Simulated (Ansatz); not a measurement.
[BBrH3]- (BH₃Br⁻). The state is a triplet with charge -1. Geometry PBE-D4/def2-TZVPD, that of the charge -1 singlet.

```xyz
5

B    -0.1214    0.1962   -0.0588
Br    0.9791   -1.5826    0.4753
H    -0.6076   -0.0427   -1.1551
H     0.7085    1.0939   -0.0830
H    -0.9585    0.3351    0.8216
```

At PBE-D4/def2-TZVPD, r2SCAN-D4/def2-TZVPD, PBE0-D4/def2-TZVPD the highest occupied level of the charge -1 triplet lies above zero (up to 1.92 eV). By energy differences it is unbound by 0.83 eV (vertical, against the charge 0 doublet, at r2SCAN-D4/def2-TZVPD) and held by the finite basis. At PBE-D4/def2-TZVPD the gap within one spin of the charge -1 triplet nearly closes, so an electron or hole may be smeared out by delocalisation error. At PBE0-D4/def2-TZVPD a singlet of charge -1 lies 4.97 eV below the triplet at the same geometry.

Task: Estimate the α-spin orbital energies around the gap (eV) in Ansatz with PBE-D4/def2-TZVPD, r2SCAN-D4/def2-TZVPD, PBE0-D4/def2-TZVPD.

Result: 
```
orbital  PBE-D4/def2-TZVPD  r2SCAN-D4/def2-TZVPD  PBE0-D4/def2-TZVPD
 HOMO−5              -6.07                 -6.59               -7.68
 HOMO−4              -5.40                 -5.79               -6.84
 HOMO−3              -5.36                 -5.76               -6.76
 HOMO−2              -4.59                 -5.05               -5.95
 HOMO−1              -3.83                 -4.19               -5.19
   HOMO               1.87                  1.92                1.67
   LUMO               2.06                  2.21                2.59
 LUMO+1               2.71                  2.77                3.11
 LUMO+2               2.81                  2.87                3.22
 LUMO+3               3.12                  3.39                3.86
 LUMO+4               4.19                  4.50                4.91
 LUMO+5               4.46                  4.73                5.08
 β HOMO              -3.59                 -3.93               -4.92
 β LUMO              -3.61                 -3.60               -2.80
```
